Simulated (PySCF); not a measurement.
# HIrO: from structure and modes to constants

All numbers come from PySCF, UPBE0, basis Ir def2-TZVP with ECP60, O def2-TZVP, H def2-TZVP (scalar-relativistic core potentials, no spin–orbit coupling, density fitting).

The triplet minimum has Cs symmetry. Masses (u): Ir 192.96292, O 15.99492, H 1.00782.

```xyz
3
charge 0 multiplicity 3, angstrom
Ir    0.0935    0.0000   -0.0862
O    -1.2101    0.0000    0.9835
H     1.3034    0.0000    0.9004
```

Harmonic wavenumbers (cm⁻¹): 609.6 (a', ×1), 1002.1 (a', ×1), 2328.6 (a', ×1).

Task: Find the principal moments of inertia and the rotational constants. What kind of rotor is it?

Result: About the centre of mass I = 2.3371, 42.209, 44.546 u Å². With B = 16.8576/I this gives 7.213, 0.3994, 0.3784 cm⁻¹. The molecule is an asymmetric top with κ = -0.99.

Task: What is the harmonic zero-point energy?

Result: Half the sum of all 3 wavenumbers, 3940/2 = 1970 cm⁻¹, which is 23.6 kJ/mol (1 cm⁻¹ = 0.0119627 kJ/mol).

Task: Find the vibrational entropy and heat capacity at 298.15 K.

Result: With u = 1.43878 ω/T, each mode gives S = R[u/(eᵘ−1) − ln(1−e⁻ᵘ)] and C = R u² eᵘ/(eᵘ−1)².
```json
{"ω (cm⁻¹)": "609.6", "u": "2.942", "S (J/(mol K))": "1.81", "C (J/(mol K))": "4.23"}
{"ω (cm⁻¹)": "1002.1", "u": "4.836", "S (J/(mol K))": "0.39", "C (J/(mol K))": "1.57"}
{"ω (cm⁻¹)": "2328.6", "u": "11.237", "S (J/(mol K))": "0.00", "C (J/(mol K))": "0.01"}
```
The sums over all modes are S = 2.2 and C = 5.8 J/(mol K); the softest mode gives 82 % of the entropy.

Task: Give the standard entropy (298.15 K, 1 bar) by its translational, rotational, vibrational and spin parts, and Cp.

Result: Sackur–Tetrode with M = 209.97 u gives 175.5; rotation with symmetry number 1 gives 83.4; vibration 2.2; spin R ln 3 = 9.1. The total is 270.3 J/(mol K), and Cp = 4 R + 5.8 = 39.1 J/(mol K).

Other isomers or separated fragments may lie lower. Other spin states or occupations of the open shell can lie lower. With an element this heavy the missing spin–orbit coupling can shift these numbers.
